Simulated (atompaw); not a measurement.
## La: variants of one PAW (atompaw) potential

Base potential:

```json
{
  "Element": "lanthanum",
  "Generator": "atompaw 4.2.0.5",
  "Type": "PAW",
  "Functional": "PBE",
  "Relativity": "scalar-relativistic",
  "Frozen core": "[Kr]",
  "Valence charge": "21",
  "Reference configuration": "4d10 4f0 5s2 5p6 5d1 6s0.5 6p0 (charge +1.5)",
  "Partial waves": "5s (bound): rc 2.40 bohr; 6s (bound): rc 3.00 bohr; 5p (bound): rc 1.95 bohr; 6p (bound, empty): rc 3.00 bohr; 4d (bound): rc 1.25 bohr; 5d (bound): rc 3.00 bohr; 4f (bound, empty): rc 1.10 bohr; 4f channel at 0.75 Ry: rc 1.10 bohr",
  "Local potential": "vpsmatchnc scheme with l = 4 at 1 Ry, radius 2.10 bohr",
  "Core correction": "smooth core density matched at 2.05 bohr",
  "Augmentation charge": "sinc compensation charge, radius 2.55 bohr; PAW radius 3.00 bohr; waves and projectors: custom polynom vanderbiltortho"
}
```

Cutoffs, loose and tight: the cutoffs (Ry, on a coarse ladder) from which the occupation-weighted sum of valence levels, in a spherical-Bessel basis at the reference potential, stays within 10 and 1 mRy of its value at 400 Ry. They see the waves, projectors and local potential, not the compensation charge or the core. A dash means not determined.

A true bound ghost makes a file unfit for plane-wave use even where its test errors are small: the radial tests pick states by their node count and pass the ghost by.

| change | outcome | cutoff, loose | cutoff, tight | bound ghosts |
| --- | --- | --- | --- | --- |
| base | generated | 110 Ry | 180 Ry | s |
| all radii scaled by about 1.22 (s 2.94, p 2.38, d 1.54, f 1.34 bohr); local potential vpsmatchnc scheme with l = 4 at 1 Ry, radius 2.58 bohr; augmentation sinc compensation charge, radius 3.12 bohr; PAW radius 3.68 bohr; waves and projectors: custom polynom vanderbiltortho; core correction smooth core density matched at 2.52 bohr | generated | 70 Ry | 120 Ry | s |
| augmentation sinc compensation charge, radius 1.28 bohr; PAW radius 3.00 bohr; waves and projectors: custom polynom vanderbiltortho | generated | 110 Ry | 180 Ry | s |
| wave 4f channel at 0.75 Ry: rc 1.10 bohr becomes 4f channel at 0.31 Ry: rc 1.10 bohr | generated | 110 Ry | 180 Ry | s |
| wave 4d (bound): rc 1.25 bohr becomes 4d (bound): rc 1.68 bohr | generated | 60 Ry | 100 Ry | s |

(1) What comes out with this change to the base: local potential bessel scheme, radius 2.10 bohr?

(2) What comes out with this change to the base: local potential vpsmatchnc scheme with l = 4 at 1 Ry, radius 1.24 bohr?

Answers

(1) outcome: generated; cutoff, loose: 110 Ry; cutoff, tight: 180 Ry; bound ghosts: none.

(2) outcome: generated; cutoff, loose: 110 Ry; cutoff, tight: 180 Ry; bound ghosts: s, p.
